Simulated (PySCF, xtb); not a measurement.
Dissociation curve of SMILES BB. The B1–B4 bond (B1 also carries H, H; B4 carries H, H) is pulled apart rigidly from the PBE0/def2-TZVP optimised geometry.

Methods: GFN1-xTB (xtb); UKS-LDA (SVWN5) = unrestricted LDA (SVWN5)/def2-TZVP (PySCF); RKS-PBE = restricted PBE/def2-TZVP in PySCF 2.14.0; RCCSD(T) = CCSD(T) on RHF/def2-TZVP, 2 core orbitals frozen in PySCF.

Energies are in kcal/mol, each relative to the lowest point of its own curve near equilibrium.

```json
[
 {"R / Å": "1.30", "GFN1-xTB": "39.8", "UKS-LDA (SVWN5)": "35.2", "RKS-PBE": "40.1", "RCCSD(T)": "47.0"},
 {"R / Å": "1.38", "GFN1-xTB": "17.4", "UKS-LDA (SVWN5)": "16.0", "RKS-PBE": "19.5", "RCCSD(T)": "24.2"},
 {"R / Å": "1.45", "GFN1-xTB": "6.5", "UKS-LDA (SVWN5)": "6.3", "RKS-PBE": "8.6", "RCCSD(T)": "11.7"},
 {"R / Å": "1.54", "GFN1-xTB": "0.5", "UKS-LDA (SVWN5)": "0.5", "RKS-PBE": "1.6", "RCCSD(T)": "3.0"},
 {"R / Å": "1.56", "GFN1-xTB": "0.0", "UKS-LDA (SVWN5)": "0.0", "RKS-PBE": "0.9", "RCCSD(T)": "1.9"},
 {"R / Å": "1.63", "GFN1-xTB": "0.2", "UKS-LDA (SVWN5)": "0.0", "RKS-PBE": "0.0", "RCCSD(T)": "0.0"},
 {"R / Å": "1.69", "GFN1-xTB": "2.0", "UKS-LDA (SVWN5)": "1.6", "RKS-PBE": "1.0", "RCCSD(T)": "0.3"},
 {"R / Å": "1.74", "GFN1-xTB": "4.5", "UKS-LDA (SVWN5)": "3.8", "RKS-PBE": "2.7", "RCCSD(T)": "1.5"},
 {"R / Å": "1.77", "GFN1-xTB": "6.3", "UKS-LDA (SVWN5)": "5.4", "RKS-PBE": "4.0", "RCCSD(T)": "2.6"},
 {"R / Å": "1.87", "GFN1-xTB": "13.3", "UKS-LDA (SVWN5)": "12.0", "RKS-PBE": "9.8", "RCCSD(T)": "7.7"},
 {"R / Å": "2.03", "GFN1-xTB": "26.8", "UKS-LDA (SVWN5)": "24.5", "RKS-PBE": "21.3", "RCCSD(T)": "18.7"},
 {"R / Å": "2.18", "GFN1-xTB": "40.5", "UKS-LDA (SVWN5)": "37.0", "RKS-PBE": "33.0", "RCCSD(T)": "30.5"},
 {"R / Å": "2.44", "GFN1-xTB": "63.9", "UKS-LDA (SVWN5)": "57.9", "RKS-PBE": "53.0", "RCCSD(T)": "50.8"},
 {"R / Å": "2.68", "GFN1-xTB": "83.4", "UKS-LDA (SVWN5)": "75.0", "RKS-PBE": "69.6", "RCCSD(T)": "67.4"},
 {"R / Å": "2.91", "GFN1-xTB": "98.9", "UKS-LDA (SVWN5)": "89.2", "RKS-PBE": "83.3", "RCCSD(T)": "80.6"},
 {"R / Å": "3.26", "GFN1-xTB": "116.4", "UKS-LDA (SVWN5)": "106.6", "RKS-PBE": "100.2", "RCCSD(T)": "95.2"},
 {"R / Å": "3.55", "GFN1-xTB": "125.8", "UKS-LDA (SVWN5)": "116.9", "RKS-PBE": "111.0", "RCCSD(T)": "102.4"},
 {"R / Å": "3.97", "GFN1-xTB": "133.8", "UKS-LDA (SVWN5)": "124.1", "RKS-PBE": "122.2", "RCCSD(T)": "106.9"},
 {"R / Å": "4.35", "GFN1-xTB": "137.3", "UKS-LDA (SVWN5)": "126.8", "RKS-PBE": "129.2", "RCCSD(T)": "107.1"},
 {"R / Å": "4.85", "GFN1-xTB": "138.7", "UKS-LDA (SVWN5)": "128.3", "RKS-PBE": "135.0", "RCCSD(T)": "105.4"},
 {"R / Å": "5.65", "GFN1-xTB": "139.0", "UKS-LDA (SVWN5)": "128.9", "RKS-PBE": "139.8", "RCCSD(T)": "102.3"}
]
```

At the longest distance, 5.65 Å, RKS-PBE lies highest above its minimum (139.8 kcal/mol) and RCCSD(T) lowest (102.3 kcal/mol).

The RCCSD(T) curve passes through a maximum at 4.35 Å and then falls by 4.8 kcal/mol up to the last usable point.

The unrestricted determinant behind UKS-LDA (SVWN5) is spin-contaminated at 3.55 to 5.65 Å (<S²> up to 1.0, against 0.00 for a pure singlet). The restricted form behind RKS-PBE keeps the bonding electrons paired and can't separate into open-shell fragments. The T1 diagnostic of CCSD on the restricted reference of RCCSD(T) exceeds 0.045 at 4.35 to 5.65 Å.
